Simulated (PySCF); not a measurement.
A made-up structure of ZnBNH2, singlet:

```
5
angstrom
B -1.4461 -0.3232 -0.3973
N -0.2686 -0.0650 -0.0695
Zn 1.4265 0.3053 0.3990
H 1.8442 -0.8491 -0.5141
H 2.8581 0.6175 0.7946
```

It is relaxed with PBE-D4/def2-SVP and then PBE0-D4/def2-TZVP (PySCF 2.14 with density fitting (its default auxiliary sets; JK sets also for MP2 and CCSD(T))). Atoms count as bonded within 1.22 times the sum of their covalent radii (H–H: 0.88 Å). The end point is not checked to be a true minimum.

(1) Does its bonding change? (Judge from chemistry; the calculation decides.)

Results:

(1) Computed: Yes. Formed: B1–Zn3, N2–H4; broken: N2–Zn3, Zn3–H4.

Where it ends: The first stage lowers the energy by 5.22 eV in 47 steps. It ends as ZnBNH₂ ([NH][B][ZnH]):
```
atom    x (Å)    y (Å)    z (Å)
  B1   1.0416  -0.3516  -0.2002
  N2   1.5254  -1.2517  -0.9048
 Zn3   0.2546   1.1142   0.9469
  H4   1.9125  -1.9715  -1.4682
  H5  -0.3463   2.2339   1.8230
```

Labels in which every atom is bracketed show which atoms are joined, not bond orders.

For scale, one of the runs: PBE0-D4/def2-TZVP relaxation, 122 basis functions, launched by `OMP_NUM_THREADS=2 python run.py`. Hardware: 2 CPU threads of an Arm Neoverse V1, shared host. Wall time 43 s; peak host memory 1.2 GiB.
